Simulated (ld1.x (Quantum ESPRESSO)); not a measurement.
# Reading a pseudo-wave (indium)

Columns: radius, all-electron u(r) and pseudo u(r) of the 5p shell (level -4.08 eV) of indium in the configuration [Kr] 4d10 5s2 5p0.75; LDA (PZ), scalar-relativistic, ultrasoft scheme, ld1.x (Quantum ESPRESSO) 7.5.

```csv
r (bohr),all-electron,pseudo
0.123,0.0185,-0.0027
0.245,-0.1470,-0.0107
0.368,-0.0527,-0.0241
0.490,0.1088,-0.0424
0.613,0.2126,-0.0657
0.735,0.2349,-0.0931
0.858,0.1953,-0.1249
0.980,0.1198,-0.1598
1.103,0.0275,-0.1978
1.225,-0.0671,-0.2376
1.348,-0.1580,-0.2791
1.470,-0.2398,-0.3206
1.593,-0.3123,-0.3621
1.715,-0.3739,-0.4018
1.838,-0.4260,-0.4394
1.960,-0.4683,-0.4735
2.083,-0.5025,-0.5038
2.205,-0.5288,-0.5289
2.328,-0.5487,-0.5487
2.450,-0.5625,-0.5625
2.573,-0.5713,-0.5713
2.695,-0.5755,-0.5755
2.818,-0.5760,-0.5760
2.940,-0.5733,-0.5733
3.063,-0.5677,-0.5677
3.185,-0.5599,-0.5599
```

How many radial nodes do the two functions have?

The all-electron 5p function has n − l − 1 = 3; the pseudo-wave has 0, since the states of the same l below it are removed with the core.

At about which radius was the pseudo-wave matched?

2.30 bohr, where the columns begin to agree (steps of 0.12 bohr).

Is the pseudo-wave norm-conserving?

No, it belongs to an ultrasoft set: the norm inside the radius is not constrained, and the difference is carried by the augmentation charge.
